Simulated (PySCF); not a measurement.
Gas-phase equilibrium of 1 mol SO2, 6.9 mol O2 at 2500 K and 10.0 bar, among 11 species (S2O, SO2, O2, O, S2, S6, O3, SO, S8, S, SO3). Only gases are allowed; each row takes one source of thermochemistry for all species, and Cantera finds the minimum.

Method: PySCF energies (xtb for GFN2) plus ideal-gas RRHO corrections (1 bar). † marks an energy on the PBE0/def2-TZVP geometry and frequencies; other levels use their own. MP2 freezes the core. 6-31G* has spherical d functions here. Open shells (unrestricted) among the columns below: O2 (multiplicity 3), O (multiplicity 3, electronic degeneracy 9), SO (multiplicity 3), S (multiplicity 3, electronic degeneracy 9); the rest are closed-shell singlets. GFN2 has no spin-polarisation term. Spin-orbit splitting is ignored; it lowers the true energy and changes the entropy of O, S. MP2 isn't extrapolated to the basis-set limit. The harmonic model lacks anharmonicity and excited electronic states, which grow with temperature; levels with a mode under 35 cm⁻¹ are left out. Strong static correlation: O3.

Molecules larger than those listed are left out.

Mole fractions:

```csv
thermochemistry,x O,x O2,x O3,x SO2,x SO3,x S,x SO
GFN2-xTB,3.4e-8,0.25,0.59,0.091,0.078,1.3e-12,8.3e-8
HF/6-31G*,0.94,0.00039,<1e-12,2.6e-7,<1e-12,0.058,0.0011
MP2/def2-TZVPP†,0.0029,0.87,1.2e-6,0.12,0.0014,7.4e-8,0.00012
PBE/def2-TZVP†,0.00047,0.87,7.8e-7,0.12,0.00054,2.7e-7,0.00100
r2SCAN/def2-TZVP†,0.0019,0.87,7.6e-8,0.12,0.00097,6.2e-7,0.0018
LDA/def2-TZVP†,2.0e-5,0.87,7.4e-6,0.12,0.0037,2.1e-9,6.6e-5
```
The most sensitive of these is O3: it spans a factor of 10^11.8 over these rows; at this temperature one factor of ten is RT ln 10 = 48 kJ/mol.
